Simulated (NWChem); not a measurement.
# sulfur tetrafluoride (SF4); SMILES FS(F)(F)F

```xyz
5

F      1.2205     0.0000     0.6180
S      0.0000     0.0000    -0.3866
F      0.0000    -1.6542    -0.2744
F      0.0000     1.6542    -0.2744
F     -1.2205     0.0000     0.6180
```
Atoms are numbered in this order, from 1.

Results from NWChem. Coordinates come from a PBE0/def2-SVP optimisation.

Q: What does the run give for B3LYP/3-21G? Quantities: highest occupied level (eV); orbital gap (eV); dipole (D).

A: 
```yaml
highest occupied level (eV): -8.56
orbital gap (eV): 6.82
dipole (D): 1.16
```
